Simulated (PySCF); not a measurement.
Si(OH)2(OSiH3)2, H8O4Si3, SMILES O[Si](O)(O[SiH3])O[SiH3] (GFN2-xTB optimised geometry):

```
15

O      2.328    -0.808    -0.469
Si     1.141     0.264    -0.705
O      1.589     1.684    -0.082
O     -0.210    -0.287     0.000
Si    -1.828    -0.287     0.000
O      0.863     0.472    -2.280
Si     0.005     1.343    -3.345
H      2.235    -1.690    -0.817
H      2.057     1.690     0.748
H     -2.297    -1.012    -1.184
H     -2.328     1.088     0.000
H     -2.128    -0.996     1.243
H      0.296     0.638    -4.593
H     -1.416     1.288    -2.990
H      0.490     2.721    -3.337
```

Level of theory: B3LYP/def2-TZVP run with PySCF 2.14.0.

Q: What are the frontier orbital energies and the dipole moment?

A: HOMO-2 -8.92 eV, HOMO-1 -8.56 eV, HOMO -8.46 eV, LUMO -0.46 eV, LUMO+1 0.46 eV; dipole moment 0.91 D.

On the same geometry PySCF with PBE/def2-TZVP gives HOMO-2 -7.67 eV, HOMO-1 -7.22 eV, HOMO -7.17 eV, LUMO -1.07 eV, LUMO+1 -0.18 eV; dipole moment 0.85 D.

Meta-Löwdin charges at B3LYP/def2-TZVP: O1 -0.77, Si2 1.65, O3 -0.76, O4 -0.86, Si5 0.80, O6 -0.85, Si7 0.80, H8 0.36, H9 0.36, H10 -0.13, H11 -0.13, H12 -0.12, H13 -0.12, H14 -0.13, H15 -0.12.
